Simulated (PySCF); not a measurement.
## Orbital picture of BeO

RHF at R = 1.328 Å; Be 6-31G(d,p), O 6-31G(d,p); no relativity (PySCF 2.14). State: ¹Σ⁺ (singlet), closed shell. Only the outer orbitals are listed, counted within each symmetry.

```json
{"orbital": "3σ", "occ.": "2", "ε (eV)": "-31.16", "on Be (%)": "17", "main shells (%)": "82 O s, 8 Be p"}
{"orbital": "4σ", "occ.": "2", "ε (eV)": "-12.37", "on Be (%)": "19", "main shells (%)": "75 O p, 11 Be s"}
{"orbital": "1π", "occ.": "2", "ε (eV)": "-10.35", "on Be (%)": "21", "main shells (%)": "79 O p, 20 Be p"}
{"orbital": "1π", "occ.": "2", "ε (eV)": "-10.35", "on Be (%)": "21", "main shells (%)": "79 O p, 20 Be p"}
{"orbital": "5σ", "occ.": "0", "ε (eV)": "-1.18", "on Be (%)": "98", "main shells (%)": "63 Be s, 35 Be p"}
{"orbital": "2π", "occ.": "0", "ε (eV)": "4.00", "on Be (%)": "87", "main shells (%)": "86 Be p, 13 O p"}
{"orbital": "2π", "occ.": "0", "ε (eV)": "4.00", "on Be (%)": "87", "main shells (%)": "86 Be p, 13 O p"}
```

Question: Which are the highest filled and the lowest empty level, where do they sit, and how wide is the gap?

Answer: Highest filled 1π at -10.35 eV (in %: 79 O p, 20 Be p); lowest empty 5σ at -1.18 eV (in %: 63 Be s, 35 Be p); the gap at RHF is 9.17 eV.

| Property | Result |
| --- | --- |
| bond order (Mayer) | 2.30 |
| ⟨S²⟩ | 0.000 |
| charge on Be (Mulliken, basis-dependent) | 0.46 |
| charge on Be (Löwdin, basis-dependent) | 0.23 |
| dipole moment (positive dipole means Be(−)O(+)) | -6.90 D |
| polarisability along the bond | 16.4 bohr³ |
| polarisability across the bond | 16.6 bohr³ |
